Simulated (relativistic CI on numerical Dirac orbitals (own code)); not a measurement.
**Yb69+: computed level list**

Method of calculation: Dirac equation for one electron, model QED (radiative potential, 1s self-energy scaled to tabulated hydrogen-like ionisation energies) (own radial code, finite nucleus).

CI space: 1s, 2s, 2p, 3s, 3p, 3d, 4s, 4p, 4d, 4f, 5s, 5p, 5d, 5f, 5g, 6s, 6p, 6d. Levels of other configurations are missing.

The lowest level is 1s 2S_1/2, with 100 % of that term; Hund's rules for 1s give 2S with J = 1/2, in agreement.

```tsv
No.	Configuration	Term	J	E (eV)	%	Landé g	Lifetime (s)
1	1s	2S	1/2	0.0	100	1.816	
2	2p	2P°	1/2	53326.4	100	0.618	6.45e-17
3	2s	2S	1/2	53345.7	100	1.955	
4	2p	2P°	3/2	54629.9	100	1.299	7.10e-17
5	3p	2P°	1/2	63613.1	100	0.645	2.25e-16
6	3s	2S	1/2	63618.8	100	1.981	3.94e-15
7	3d	2D	3/2	64000.3	100	0.784	5.65e-16
8	3p	2P°	3/2	64001.2	100	1.318	2.28e-16
9	3d	2D	5/2	64113.0	100	1.185	6.26e-16
10	4p	2P°	1/2	67157.8	100	0.654	5.39e-16
11	4s	2S	1/2	67160.2	100	1.991	5.91e-15
12	4d	2D	3/2	67320.1	100	0.791	1.29e-15
13	4p	2P°	3/2	67320.5	100	1.325	5.29e-16
14	4f	2F°	5/2	67367.8	100	0.848	2.87e-15
15	4d	2D	5/2	67367.9	100	1.192	1.44e-15
16	4f	2F°	7/2	67391.0	100	1.135	2.96e-15
17	5p	2P°	1/2	68775.2	100	0.659	1.06e-15
18	5s	2S	1/2	68776.4	100	1.995	9.45e-15
19	5d	2D	3/2	68857.7	100	0.794	2.46e-15
20	5p	2P°	3/2	68857.9	100	1.328	1.02e-15
21	5f	2F°	5/2	68882.2	100	0.851	5.49e-15
22	5d	2D	5/2	68882.2	100	1.195	2.75e-15
23	5g	2G	7/2	68894.0	100	0.883	9.52e-15
24	5f	2F°	7/2	68894.1	100	1.138	5.68e-15
25	5g	2G	9/2	68901.1	100	1.106	9.66e-15
26	6p	2P°	1/2	69644.2	100	0.661	1.83e-15
27	6s	2S	1/2	69644.9	100	1.997	1.47e-14
28	6d	2D	3/2	69691.7	100	0.796	4.19e-15
29	6p	2P°	3/2	69691.9	100	1.330	1.75e-15
30	6d	2D	5/2	69705.9	100	1.197	4.68e-15
```

Energies count from the lowest computed level; ° marks odd parity; lifetimes are radiative, by E1, M1, E2, M2 decay to levels of this space only; some are left blank where a channel outside the calculation adds to the decay or the decay crosses a small, uncertain gap.
